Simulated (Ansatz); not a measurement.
Molecule: sum formula SiNH2Br3, charge 0, multiplicity 1. SMILES: N[Si](Br)(Br)Br
Coordinates optimised at B3LYP-D3(BJ)/def2-TZVP (Ansatz, a first-principles code):
```
Si
N 1 1.6892
H 2 1.0080 1 120.73
H 2 1.0080 3 112.99 1 -153.88
Br 1 2.2154 2 107.85 3 164.41
Br 1 2.2154 2 107.85 3 43.72
Br 1 2.2308 2 115.05 3 -75.93
```
Charge 0, spin multiplicity 1.

Property: atomisation energy (electronic, to ground-state atoms), in eV. Correlated levels leave the core frozen unless marked. UHF or UKS for open shells. Spin-orbit coupling is left out. Frozen are the shells of the preceding noble gas and the d and f shells that filled before the atom's block. Non-relativistic. The coupled-cluster limit lacks core correlation, which all-electron functionals hold. Basis-set limits of correlation are two-point, X^-3; Hartree-Fock from the larger set.

| level | program | atomisation energy (eV) |
|---|---|---|
| r2SCANh/def2-TZVPD | Ansatz | [?] |
| CCSD(T)/CBS(def2-TZVPPD,def2-QZVPPD) | Ansatz | [?] |

### Question
Fill in the missing entries.

### Answer

- r2SCANh/def2-TZVPD, atomisation energy (eV): 22.74
- CCSD(T)/CBS(def2-TZVPPD,def2-QZVPPD), atomisation energy (eV): 22.87
